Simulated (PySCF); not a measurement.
H8N2OSi2, SMILES [SiH2](O[SiH2]N)N.

Geometry optimised at B3LYP-D3(BJ)/def2-SVP. The values are those of a single conformer.

Two levels are set side by side: PBE/def2-TZVP (PySCF) and CAM-B3LYP/def2-TZVP (PySCF). Same geometry, gas phase. Differences are taken from unrounded values.

| quantity | PBE |
|---|---|
| orbital gap (eV) | 5.59 |
| highest occupied level (eV) | -6.08 |
| lowest empty level (eV) | -0.49 |
| dipole moment (D) | 2.42 |
| mean polarisability (bohr³) | 70.2 |

Problem. These are the PBE values. What does CAM-B3LYP give? (An estimate is asked for; the answer gives what the named calculation found.)

Solution. 
```csv
quantity,CAM-B3LYP,PBE minus CAM-B3LYP
orbital gap (eV),10.11,-4.52
highest occupied level (eV),-8.99,2.91
lowest empty level (eV),1.13,-1.62
dipole moment (D),2.37,0.05
mean polarisability (bohr³),65.9,4.4
```

Without exact exchange PBE keeps part of each electron's self-repulsion, which lifts occupied levels and narrows the gap. Loosely held outer electrons make PBE densities more polarisable. Differences between two approximate levels are no errors against the true value.

Rough cost on one machine, each run with all the roots and properties that it gave: CAM-B3LYP against PBE within a factor of 2.
